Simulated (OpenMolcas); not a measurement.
# Computed levels of Sb IV

```yaml
Program: OpenMolcas 26.06
Method: "SS-CASPT2, IPEA 0.25 Eh, imaginary shift 0.1 Eh (closed shells correlated: 4d)"
Basis: ANO-RCC-VQZP [8s7p5d3f2g]
Scalar_Hamiltonian: DKH2, point nucleus
Active_space: 2 electrons in 4 orbitals (5s 5p)
State_averaging: 2S+1 = 3 even, 3 roots; 2S+1 = 1 even, 6 roots; 2S+1 = 3 odd, 3 roots; 2S+1 = 1 odd, 3 roots
Spin-orbit_coupling: state interaction with AMFI integrals over the reference wave functions, term energies averaged over their components
```

With spin-orbit coupling, above the lowest level:

```
Configuration  Term  J  E (cm-1)  Measured (cm-1)  Term weight %
          5s2    1S  0       0.0              0.0            100
        5s 5p   3P*  0     64420                             100
        5s 5p   3P*  1     66350            66700             99
        5s 5p   3P*  2     71120            72560            100
        5s 5p   1P*  1     93890            95952             99
```

Against the 3 measured excited levels shown (Moore, Atomic Energy Levels, vol. III, NSRDS-NBS 35 (1971 reprint of NBS Circular 467, 1958)) the mean absolute deviation is 1300 cm-1; the largest miss in energy is 5s 5p 1P* 1: computed 93890, measured 95952 cm-1 (-2.1 %).

Spin-orbit coupling puts the lowest level 8.2 cm-1 below the lowest spin-free term.

Over all roots computed the reference weight is 0.89 to 0.95; the roots of lowest weight are the least certain, and an intruder state may touch them. Measured partners are found by configuration, term and J. A level has none where our copy of the source lacks it or the pairing is in doubt (some pairs that miss far off the trend of their configuration count as doubtful), and it then counts in no deviation. Only configurations of the active space appear. The first state left out of the spin-orbit step lies near 180000 cm-1 above the lowest spin-free state of the reference (among the parities and spins computed), and the list stops at four fifths of that energy or lower.

The CASPT2 steps took 4.6 s on 1 thread of Intel(R) Xeon(R) Platinum 8488C (Sapphire Rapids), on a shared host; the integral step is not counted.

The term weight is that of the spin-free term in the level, not the purity of its configuration. * marks odd parity.
